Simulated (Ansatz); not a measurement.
Born–Oppenheimer molecular dynamics of CH₆BFO₂Si (12 atoms, charge 0, multiplicity 1). It starts from a relaxed structure.

All numbers below come from RKS PBE/STO-3G in Ansatz 0.2.0.

```json
{"ensemble": "NVE (velocity Verlet)", "time step": "1 fs", "steps asked": "266", "starting velocities drawn for": "500 K", "seed": "620230"}
```

First frame:

```xyz
12
Properties=species:S:1:pos:R:3
B 0.174 -2.010 -0.181
Si -0.376 -0.349 0.706
O -0.197 -0.508 2.413
F -1.962 -0.023 0.325
O 0.507 1.119 0.358
C 0.379 1.483 -1.059
H 0.519 -2.023 -1.310
H 0.165 -3.039 0.396
H -0.207 0.475 2.739
H 0.810 0.721 -1.759
H -0.679 1.666 -1.381
H 0.942 2.433 -1.212
```

(1) How far do the bonds stretch over the last three quarters of this one trajectory? (Pairs bonded in most of those frames.)

Answers

(1) 
```json
{"bond": "B1–Si2", "mean (Å)": "1.967", "spread (Å)": "0.036", "shortest": "1.89", "longest": "2.04"}
{"bond": "B1–H7", "mean (Å)": "1.184", "spread (Å)": "0.032", "shortest": "1.13", "longest": "1.23"}
{"bond": "B1–H8", "mean (Å)": "1.183", "spread (Å)": "0.031", "shortest": "1.13", "longest": "1.23"}
{"bond": "Si2–O3", "mean (Å)": "1.726", "spread (Å)": "0.025", "shortest": "1.68", "longest": "1.78"}
{"bond": "Si2–F4", "mean (Å)": "1.666", "spread (Å)": "0.033", "shortest": "1.60", "longest": "1.73"}
{"bond": "Si2–O5", "mean (Å)": "1.753", "spread (Å)": "0.025", "shortest": "1.69", "longest": "1.81"}
{"bond": "O3–H9", "mean (Å)": "1.037", "spread (Å)": "0.020", "shortest": "1.00", "longest": "1.07"}
{"bond": "O5–C6", "mean (Å)": "1.472", "spread (Å)": "0.016", "shortest": "1.43", "longest": "1.50"}
{"bond": "C6–H10", "mean (Å)": "1.129", "spread (Å)": "0.048", "shortest": "1.04", "longest": "1.22"}
{"bond": "C6–H11", "mean (Å)": "1.125", "spread (Å)": "0.025", "shortest": "1.07", "longest": "1.18"}
{"bond": "C6–H12", "mean (Å)": "1.117", "spread (Å)": "0.018", "shortest": "1.07", "longest": "1.17"}
```

Mean temperature of the second half: 248 K. The conserved energy stayed within 1.7 meV per atom of its start (net change 0.53 meV per atom), so the integration is sound. Over the second half the temperature averaged 0.50 of the 500 K drawn at the start: a run that starts near a minimum puts about half its kinetic energy into the potential. A run of 0.27 ps of so small a system gives no equilibrium averages. Limits of this set-up: minimal basis.

The run took 14 min on 1 thread of Arm Neoverse N1 (shared host), peak memory 0.084 GiB.
